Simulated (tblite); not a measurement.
C5H8F2O.
Numbering: `[F:1][C@@H:2]1[CH2:3][CH2:4][CH2:5][C@H:6]([F:7])[O:8]1` (hydrogens: H9 on C2; H10, H11 on C3; H12, H13 on C4; H14, H15 on C5; H16 on C6)

Computed with GFN2-xTB (tblite), gas phase: Langevin dynamics at 400 K from the optimised GFN2-xTB geometry, time step 0.5 fs, friction 0.01 fs⁻¹, 2000 steps.

Start geometry:
```
atom  x, y, z in Å
F1      1.262    1.160    1.480
C2      0.925    1.207    0.144
C3     -0.596    1.246    0.025
C4     -1.168   -0.116    0.409
C5     -0.530   -1.180   -0.482
C6      0.988   -1.114   -0.340
F7      1.335   -1.587    0.907
O8      1.524    0.153   -0.535
H9      1.399    2.115   -0.253
H10    -0.854    1.491   -1.006
H11    -0.971    2.030    0.683
H12    -2.252   -0.121    0.291
H13    -0.930   -0.329    1.453
H14    -0.859   -2.180   -0.197
H15    -0.785   -1.005   -1.528
H16     1.504   -1.762   -1.062
```

The statistics below take the 31 frames saved every 25 fs from 250 to 1000 fs; their kinetic temperature (all 3N coordinates) averages 402 K.

Q: How do the bond lengths spread?

A: 
```json
{"bond": "F1–C2", "start (Å)": "1.378", "mean (Å)": "1.383", "standard deviation (Å)": "0.031", "shortest (Å)": "1.335", "longest (Å)": "1.456"}
{"bond": "C2–C3", "start (Å)": "1.526", "mean (Å)": "1.533", "standard deviation (Å)": "0.029", "shortest (Å)": "1.476", "longest (Å)": "1.592"}
{"bond": "C3–C4", "start (Å)": "1.527", "mean (Å)": "1.531", "standard deviation (Å)": "0.038", "shortest (Å)": "1.451", "longest (Å)": "1.640"}
{"bond": "C4–C5", "start (Å)": "1.527", "mean (Å)": "1.523", "standard deviation (Å)": "0.029", "shortest (Å)": "1.468", "longest (Å)": "1.591"}
{"bond": "C5–C6", "start (Å)": "1.526", "mean (Å)": "1.545", "standard deviation (Å)": "0.044", "shortest (Å)": "1.466", "longest (Å)": "1.660"}
{"bond": "C6–F7", "start (Å)": "1.378", "mean (Å)": "1.386", "standard deviation (Å)": "0.032", "shortest (Å)": "1.326", "longest (Å)": "1.483"}
{"bond": "C6–O8", "start (Å)": "1.389", "mean (Å)": "1.395", "standard deviation (Å)": "0.038", "shortest (Å)": "1.322", "longest (Å)": "1.485"}
{"bond": "C2–O8", "start (Å)": "1.389", "mean (Å)": "1.391", "standard deviation (Å)": "0.037", "shortest (Å)": "1.300", "longest (Å)": "1.474"}
{"bond": "C2–H9", "start (Å)": "1.099", "mean (Å)": "1.100", "standard deviation (Å)": "0.037", "shortest (Å)": "1.037", "longest (Å)": "1.179"}
{"bond": "C3–H10", "start (Å)": "1.091", "mean (Å)": "1.100", "standard deviation (Å)": "0.032", "shortest (Å)": "1.030", "longest (Å)": "1.165"}
{"bond": "C3–H11", "start (Å)": "1.090", "mean (Å)": "1.093", "standard deviation (Å)": "0.039", "shortest (Å)": "1.001", "longest (Å)": "1.172"}
{"bond": "C4–H12", "start (Å)": "1.090", "mean (Å)": "1.103", "standard deviation (Å)": "0.043", "shortest (Å)": "1.032", "longest (Å)": "1.188"}
{"bond": "C4–H13", "start (Å)": "1.092", "mean (Å)": "1.098", "standard deviation (Å)": "0.032", "shortest (Å)": "1.037", "longest (Å)": "1.159"}
{"bond": "C5–H14", "start (Å)": "1.090", "mean (Å)": "1.092", "standard deviation (Å)": "0.033", "shortest (Å)": "1.034", "longest (Å)": "1.157"}
{"bond": "C5–H15", "start (Å)": "1.091", "mean (Å)": "1.094", "standard deviation (Å)": "0.031", "shortest (Å)": "1.047", "longest (Å)": "1.159"}
{"bond": "C6–H16", "start (Å)": "1.099", "mean (Å)": "1.104", "standard deviation (Å)": "0.036", "shortest (Å)": "1.032", "longest (Å)": "1.183"}
```

Q: Give the same statistics for bond angles, one of each kind among heavy atoms.

A: 
```csv
angle,start (°),mean (°),standard deviation (°),smallest (°),largest (°)
F1–C2–C3,108.6,109.5,3.6,100.7,116.5
F1–C2–O8,110.0,109.8,3.7,100.0,116.7
C3–C2–O8,114.2,113.6,2.8,109.1,119.6
C2–C3–C4,109.4,109.8,4.2,102.3,118.0
C3–C4–C5,108.6,110.0,3.3,103.0,116.9
C2–O8–C6,117.2,117.1,3.1,111.0,124.0
```

Q: How far does each atom move about its mean position (frames aligned on the start, all atoms weighted alike), and what rms force does it feel?

A: 
```json
{"atom": "F1", "rms displacement (Å)": "0.16", "rms force (eV/Å)": "0.93"}
{"atom": "C2", "rms displacement (Å)": "0.07", "rms force (eV/Å)": "2.01"}
{"atom": "C3", "rms displacement (Å)": "0.09", "rms force (eV/Å)": "2.42"}
{"atom": "C4", "rms displacement (Å)": "0.07", "rms force (eV/Å)": "1.96"}
{"atom": "C5", "rms displacement (Å)": "0.08", "rms force (eV/Å)": "2.13"}
{"atom": "C6", "rms displacement (Å)": "0.07", "rms force (eV/Å)": "2.07"}
{"atom": "F7", "rms displacement (Å)": "0.19", "rms force (eV/Å)": "1.06"}
{"atom": "O8", "rms displacement (Å)": "0.08", "rms force (eV/Å)": "1.78"}
{"atom": "H9", "rms displacement (Å)": "0.15", "rms force (eV/Å)": "1.19"}
{"atom": "H10", "rms displacement (Å)": "0.17", "rms force (eV/Å)": "1.11"}
{"atom": "H11", "rms displacement (Å)": "0.17", "rms force (eV/Å)": "1.31"}
{"atom": "H12", "rms displacement (Å)": "0.16", "rms force (eV/Å)": "1.35"}
{"atom": "H13", "rms displacement (Å)": "0.18", "rms force (eV/Å)": "1.16"}
{"atom": "H14", "rms displacement (Å)": "0.20", "rms force (eV/Å)": "1.21"}
{"atom": "H15", "rms displacement (Å)": "0.19", "rms force (eV/Å)": "1.21"}
{"atom": "H16", "rms displacement (Å)": "0.18", "rms force (eV/Å)": "1.18"}
```

The displacements run from 0.07 to 0.20 Å, the largest at H14.

The run is classical and short, so these are rough statistics of one trajectory.

What follows is the cost of the whole dynamics run. Time: 8.2 s of wall time; peak memory 0.18 GiB. Hardware: one thread, AMD EPYC 9R45 (x86_64) (shared host).
